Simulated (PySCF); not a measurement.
CH7NSSn.
SMILES with atom numbers: `[CH3:1][S:2][SnH2:3][NH2:4]` (hydrogens: H5, H6, H7 on C1; H8, H9 on Sn3; H10, H11 on N4)

Computed, not measured: PySCF 2.14.0, PBE0-D3(BJ)/def2-SVP geometry optimisation, gas phase, def2 core potentials past Kr.

List the bond lengths, angles and torsions at this level.

```json
{"bond": "C1–S2", "length (Å)": "1.824"}
{"bond": "S2–Sn3", "length (Å)": "2.419"}
{"bond": "Sn3–N4", "length (Å)": "2.044"}
{"bond": "C1–H5, C1–H6, C1–H7", "length (Å)": "1.099"}
{"bond": "Sn3–H8", "length (Å)": "1.717"}
{"bond": "Sn3–H9", "length (Å)": "1.727"}
{"bond": "N4–H10, N4–H11", "length (Å)": "1.019"}
```

Bonds in one row agree within 0.01 Å and their mean is given. A selection of angles:
```json
{"angle": "S2–C1–H5", "degrees": "112.0"}
{"angle": "S2–C1–H7", "degrees": "106.5"}
{"angle": "H5–C1–H6", "degrees": "109.7"}
{"angle": "H5–C1–H7", "degrees": "108.3"}
{"angle": "C1–S2–Sn3", "degrees": "98.6"}
{"angle": "S2–Sn3–N4", "degrees": "104.6"}
{"angle": "S2–Sn3–H8", "degrees": "110.2"}
{"angle": "N4–Sn3–H8", "degrees": "108.6"}
{"angle": "N4–Sn3–H9", "degrees": "114.3"}
{"angle": "H8–Sn3–H9", "degrees": "110.3"}
{"angle": "Sn3–N4–H10", "degrees": "112.6"}
{"angle": "Sn3–N4–H11", "degrees": "111.1"}
{"angle": "H10–N4–H11", "degrees": "106.8"}
```

Dihedral angles: C1–S2–Sn3–N4 -179° (antiperiplanar). The mirror-image conformer, all signs reversed, is as good.

N4 (nitrogen bonded to Sn and 2 H) is pyramidal (angles 112.6°, 111.1° and 106.8°, sum 330.5°, 0.39 Å off the plane of its three neighbours). The 4 heavy atoms lie in one plane (0.006 Å rms). Sn3 (tin bonded to N, S and 2 H) is distorted tetrahedral (angles from 104.6° to 114.3°). S2 (sulfur bonded to C and Sn) is bent (angle 98.6°).

PBE0-D3(BJ)/def2-SVP frequencies: not computed here. One conformer, not necessarily the lowest (C1–S2–Sn3–N4 -179°, S2–Sn3–N4–H -151° and -32°).
